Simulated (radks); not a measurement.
Problem. Calculated with a radial shooting solver on a logarithmic mesh with Libxc functionals: non-relativistic Kohn-Sham, LB94 model potential, spin-polarised, spherical densities, point nucleus; open shells are filled with parallel spins first. Response by self-consistent Sternheimer equations with the Hartree and adiabatic LDA kernel. Estimate the static dipole polarisabilities of B ([He] 2s2 2p1) and B+ ([He] 2s2) and the C6 coefficients of the three pairs.

Solution. alpha = 21.12 and 10.93 bohr^3; C6 = 98.78 (B-B), 53.36 (B-B+), 28.86 (B+-B+) hartree bohr^6.
